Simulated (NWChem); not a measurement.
AlBr₃; SMILES [Br][Al]([Br])[Br]

```xyz
4

Al     0.0000     0.0000     0.0000
Br    -2.2263     0.3237     0.0000
Br     1.3935     1.7662     0.0000
Br     0.8328    -2.0899     0.0000
```
Atoms are numbered in this order, from 1.

Program: NWChem. All runs use the structure optimised with B3LYP/6-31G* (spherical d). Vzz is the largest principal value of the second derivative of the potential at the nucleus (NWChem prints the opposite sign); η is the asymmetry. Non-relativistic.

```tsv
level	Vzz Al1 (a.u.)	η Al1	Vzz Br4 (a.u.)	η Br4
PBE/def2-TZVP	0.737	0.00	3.253	0.31
PBE/cc-pVTZ	[?]	0.00	[?]	0.32
CAM-B3LYP/cc-pVTZ	0.871	0.00	3.194	0.31
CAM-B3LYP/def2-SVP	0.646	0.00	3.286	0.27
```

Q: What belongs in the gaps?

A: 
- PBE/cc-pVTZ, Vzz Al1 (a.u.): 0.786
- PBE/cc-pVTZ, Vzz Br4 (a.u.): 3.142
